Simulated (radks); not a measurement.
Task: These are the eigenvalues of the occupied orbitals of an atom or ion with whole-number occupations (eV). Calculated with a radial shooting solver on a logarithmic mesh with Libxc functionals: non-relativistic Kohn-Sham, TPSS, spin-polarised, spherical densities, point nucleus; meta-GGA in the generalised Kohn-Sham scheme.

1s down: -83078.04
1s up: -83078.03
2s up: -15711.88
2s down: -15706.30
2p up: -15208.36
2p down: -15204.20
3s up: -5231.639
3s down: -5229.666
3p up: -4998.451
3p down: -4996.079
3d up: -4571.168
3d down: -4566.637
4s up: -2432.566
4s down: -2419.424
4p up: -2327.549
4p down: -2314.229
4d up: -2141.042

Which element is it, and in what charge state? The configuration may be excited. Open shells, if any, are filled with parallel spins first.

Result: Z = 83, bismuth, charge +43: Bi43+ in [Kr] 4d4. The list shows which subshells hold electrons but not how many an open one holds; the 1s level, -3053.1 hartree, gives Z - s = 78.1 by -(Z - s)^2/2, which with screening narrows Z to a few neighbours, and the depths of the outer levels then fix element, charge and occupations together.
